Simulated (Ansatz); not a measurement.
A made-up structure of MgGeH₃F, singlet:

```
6
angstrom
F 0.5989 1.9337 0.5563
Mg 0.6614 -1.4049 0.7332
Ge -0.3275 0.6940 -0.3630
H -1.6266 0.4078 -1.1466
H 0.6393 1.3535 -1.3701
H -0.6840 1.7908 0.6637
```

It is relaxed with PBE-D4/def2-SVP and then PBE0-D4/def2-TZVP (Ansatz 0.2.0). Atoms count as bonded within 1.22 times the sum of their covalent radii (H–H: 0.88 Å). The end point is not checked to be a true minimum.

Does its bonding change? (A judgement: the text doesn't fix the answer.)

The calculation gives: Yes. Formed: none; broken: Mg2–Ge3.

Where it ends: The first stage lowers the energy by 4.48 eV in 14 steps. It ends as a complex of GeH₃F ([F][GeH3]) + Mg:
```json
{"atom": "F1", "x (Å)": "-0.3307", "y (Å)": "3.0483", "z (Å)": "-0.4901"}
{"atom": "Mg2", "x (Å)": "0.1641", "y (Å)": "-2.3152", "z (Å)": "0.3092"}
{"atom": "Ge3", "x (Å)": "-0.1722", "y (Å)": "1.3274", "z (Å)": "-0.2335"}
{"atom": "H4", "x (Å)": "-1.3718", "y (Å)": "0.6770", "z (Å)": "-0.9347"}
{"atom": "H5", "x (Å)": "1.1667", "y (Å)": "0.9214", "z (Å)": "-0.8633"}
{"atom": "H6", "x (Å)": "-0.1946", "y (Å)": "1.1161", "z (Å)": "1.2859"}
```

Labels in which every atom is bracketed show which atoms are joined, not bond orders.

For scale, one of the runs: PBE0-D4/def2-TZVP relaxation, 129 basis functions, launched by `ansatz run in.yaml --threads 2 --pin off --events-out ev --progress --plain --max-ram 4352MiB`. Hardware: 2 CPU threads of an Arm Neoverse V1, shared host. Wall time about 18 s.
